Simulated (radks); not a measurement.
The aluminium ion Al12+, 1s1. Calculated with a radial shooting solver on a logarithmic mesh with Libxc functionals: non-relativistic Kohn-Sham, r2SCAN, spin-polarised, spherical densities, point nucleus; meta-GGA in the generalised Kohn-Sham scheme. Every spin shell is full or empty, so the densities are truly spherical. Functionals are evaluated on that one density, not self-consistently. Rank these exchange functionals by their error against the exact value of the orbitals, and give that value: LDA, PBEsol, revPBE, PW91, OPTX, AM05, B86b, EV93, TPSS, revTPSS, r2SCAN, MS2, Tao-Mo.

Answer. Exact: -4.06054 hartree. From best to worst, with 100 (|E| - |E exact|)/|E exact| (equal figures are ties): revTPSS 0.00, r2SCAN +0.01, TPSS +0.01, MS2 +0.01, Tao-Mo +0.01, OPTX -0.60, revPBE -0.62, B86b -1.14, PW91 -1.78, EV93 +3.71, PBEsol -6.33, AM05 -11.01, LDA -14.22.
